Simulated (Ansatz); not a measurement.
Reaction (substitution at a C–Ga bond): `[CH3][Ga]([CH3])[NH2]` + `CB(N)[SiH3]` → `CNB(C)[SiH3]` + `[CH3][GaH][NH2]`

Isolated molecules relaxed with PBE0-D4/def2-TZVP in Ansatz; ΔE leaves out vibrations. CCSD(T)/CBS is the MP2 limit (def2-TZVPP, def2-QZVPP) plus CCSD(T) − MP2 in def2-TZVPP, frozen cores. Functionals use def2-TZVPP. For Ga outer-core shells are correlated without core-valence functions, which leaves a few kJ/mol of doubt a bond. Scalar relativity is left out up to krypton. One conformer a species, not always the lowest.

| level | ΔE (kJ/mol) | difference from CCSD(T)/CBS |
| --- | --- | --- |
| PBE-D4 | 62.2 | -7.7 |
| revPBE-D4 | 59.3 | -10.6 |
| PBE0-D4 | 63.7 | -6.2 |
| r2SCANh-D4 | 66.7 | -3.2 |
| BHLYP-D4 | 63.9 | -6.0 |
| ωB97M-V | 66.0 | -3.9 |
| revPBE | 65.7 | -4.2 |
| BLYP | 64.0 | -5.9 |
| MP2/def2-SVP | 56.3 | -13.6 |
| CCSD(T)/def2-SVP | 50.2 | -19.7 |
| SCS-MP2/def2-TZVPP | 67.8 | -2.1 |
| CCSD/def2-TZVPP | 67.7 | -2.2 |
| MP2/def2-QZVPP | 73.8 | 3.9 |
| HF/CBS(def2) | 61.1 | -8.8 |
| MP2/CBS(def2) | 75.0 | 5.1 |
| CCSD/CBS(def2) | 70.1 | 0.2 |
| CCSD(T)/CBS | 69.9 | 0 |

**Question.** What do rigid-rotor, harmonic-oscillator terms from PBE0-D4/def2-TZVP frequencies (298.15 K, 1 bar) make of the CCSD(T)/CBS value? (An estimate is asked.)

**Answer.** Computed: ΔZPE = -1.7 kJ/mol, ΔH = +66.8 kJ/mol, ΔS = -7 J/(mol·K), ΔG = +69.0 kJ/mol. Modes under 50 cm⁻¹ make the entropy rough.

Largest T1 diagnostic among the species: 0.013.

At CCSD(T), def2-SVP lies −19.7 kJ/mol from the extrapolated value and def2-TZVPP −2.4 kJ/mol. In def2-TZVPP, CCSD(T) changes the Hartree–Fock value by +5.7 kJ/mol (the triples alone add −0.2 kJ/mol) and MP2 by +10.8 kJ/mol. Leaving LDA and LC-ωPBE aside and taking each functional with its dispersion term where it has one, the values, not all of them listed here, spread over 9.4 kJ/mol, from B97M-V to PBE-QIDH. LDA lies −7.5 kJ/mol from PBE without D4.
